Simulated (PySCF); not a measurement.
ECD: `ClCC[C@]12CC[C@H]1C2`, C7H11Cl

Geometry:
| atom | x (Å) | y (Å) | z (Å) |
| --- | --- | --- | --- |
| Cl1 | 3.830 | -0.979 | 0.542 |
| C2 | 2.338 | -0.020 | 0.343 |
| C3 | 1.138 | -0.925 | 0.098 |
| C4 | -0.101 | -0.099 | -0.101 |
| C5 | -0.853 | 0.619 | 1.020 |
| C6 | -2.187 | 0.265 | 0.328 |
| C7 | -1.409 | -0.435 | -0.778 |
| C8 | -0.462 | 0.542 | -1.407 |
| H9 | 2.500 | 0.649 | -0.502 |
| H10 | 2.212 | 0.561 | 1.256 |
| H11 | 1.315 | -1.537 | -0.789 |
| H12 | 1.008 | -1.596 | 0.950 |
| H13 | -0.737 | 0.138 | 1.988 |
| H14 | -0.636 | 1.682 | 1.120 |
| H15 | -2.792 | 1.111 | 0.002 |
| H16 | -2.806 | -0.409 | 0.915 |
| H17 | -1.722 | -1.340 | -1.271 |
| H18 | 0.076 | 0.192 | -2.276 |
| H19 | -0.721 | 1.590 | -1.444 |

Level of theory: PySCF 2.14.0, TDDFT CAM-B3LYP/def2-SVPD circular dichroism and optical rotation, one conformer, gas phase. Geometry: GFN2-xTB.

The molecule is flexible and this is one conformer; a measurement averages over conformers. Singlets 5 and 6 lie within 0.01 eV of each other, so their separate moments and overlaps can depend on how they mix.

**Question.** What are the CIP labels of the stereocentres?

**Answer.** C4 R, C7 S.

**Question.** Which excitations and rotatory strengths does the calculation give?

**Answer.** Rotatory strengths R in 10⁻⁴⁰ esu² cm², velocity form and length form (origin at the centre of mass); f in length form.
```
state  E (eV)  λ (nm)      f  R (velocity)  R (length)                                    main
    1    7.21     172  0.022         +19.7       +20.0                          HOMO→LUMO 0.72
    2    7.43     167  0.002          +0.7        +0.5    HOMO−2→LUMO 0.36, HOMO−2→LUMO+1 0.18
    3    7.46     166  0.013          -7.0        -6.6      HOMO→LUMO+1 0.62, HOMO−3→LUMO 0.11
    4    7.69     161  0.014         +31.3       +29.2        HOMO→LUMO+1 0.22, HOMO→LUMO 0.11
    5    7.95     156  0.013          -2.9        -2.6    HOMO−1→LUMO 0.68, HOMO−1→LUMO+1 0.10
    6    7.96     156  0.015         -35.9       -36.4      HOMO→LUMO+2 0.43, HOMO→LUMO+4 0.31
    7    8.05     154  0.017          +2.1        -0.1      HOMO→LUMO+4 0.53, HOMO→LUMO+2 0.23
    8    8.19     151  0.062         +25.5       +27.4      HOMO→LUMO+3 0.23, HOMO−3→LUMO 0.20
    9    8.24     150  0.029         +13.6       +13.0    HOMO−2→LUMO+3 0.33, HOMO−2→LUMO 0.23
   10    8.29     150  0.017         -25.7       -26.4    HOMO−1→LUMO+1 0.52, HOMO−3→LUMO 0.09
   11    8.52     146  0.021         -12.7       -12.3  HOMO−1→LUMO+2 0.43, HOMO−1→LUMO+4 0.34
   12    8.59     144  0.012          -2.3        -2.0      HOMO→LUMO+6 0.23, HOMO→LUMO+5 0.19
```

For state 7 the two forms differ in sign, so the sign of R isn't settled.

Among the states computed, the strongest CD band (largest |R|) is state 6. The largest dissymmetry factor in size, g = 4R/(D+G), with D and G the electric and magnetic dipole strengths, is -0.029 for state 6 (velocity form, f = 0.015), among bands with |R| over 0.5. The mirror image has the same energies and oscillator strengths and all R with the opposite sign.
